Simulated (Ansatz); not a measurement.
Consider the ligand exchange at the Al–Se bond: `C[Se][Al]([F])[Cl]` + HCl → `[F][Al]([Cl])[Cl]` + `C[SeH]`.

Computed with Ansatz on PBE0-D4/def2-TZVP structures; ΔE is electronic, products minus reactants. CBS: MP2 limit from def2 TZ/QZ plus the TZ coupled-cluster correction, frozen cores. This one scheme is used for every species. DFT in def2-TZVPP. For Se outer-core shells are correlated without core-valence functions, which leaves a few kJ/mol of doubt a bond. Scalar relativity is left out up to krypton. Each species was taken in one conformer, which may not be the lowest.

`C[Se][Al]([F])[Cl]`:

```xyz
8

C    -1.148   -0.259   -0.845
Se    0.706    0.243   -1.269
Al    1.510    0.353    0.863
F     3.080    0.752    1.115
Cl    0.302   -0.042    2.514
H    -1.627    0.520   -0.259
H    -1.173   -1.206   -0.314
H    -1.649   -0.361   -1.806
```

HCl:

Z-matrix (Å, degrees):
```
Cl
H 1 1.279
```

`[F][Al]([Cl])[Cl]`:

```xyz
4

F    -1.395    0.283    0.983
Al   -0.078    0.016    0.055
Cl   -0.311   -0.856   -1.802
Cl    1.784    0.557    0.764
```

`C[SeH]`:

Cartesian coordinates in Å:
```
C -0.180 0.322 -0.403
Se -0.127 -0.367 1.420
H 0.777 0.761 -0.673
H -0.947 1.096 -0.408
H -0.458 -0.464 -1.101
H 0.936 -1.347 1.165
```

```csv
level,ΔE (eV)
PBE0-D4,-0.36
MP2/def2-QZVPP,-0.38
```

(1) What does CCSD(T)/CBS give? (An estimate is asked.)

Largest T1 diagnostic among the species: 0.010.

Results:

(1) Computed: -0.38 eV. The listed levels differ from it by 0.02, 0.00 eV.

At CCSD(T), def2-SVP lies −0.08 eV from the extrapolated value and def2-TZVPP −0.01 eV. Leaving LDA and LC-ωPBE aside and taking each functional with its dispersion term where it has one, the values, not all of them listed here, spread over 0.15 eV, from B97M-V to PBE-D4. LDA lies +0.04 eV from PBE without D4. In def2-TZVPP, CCSD(T) changes the Hartree–Fock value by +0.16 eV (the triples alone add +0.03 eV) and MP2 by +0.17 eV.
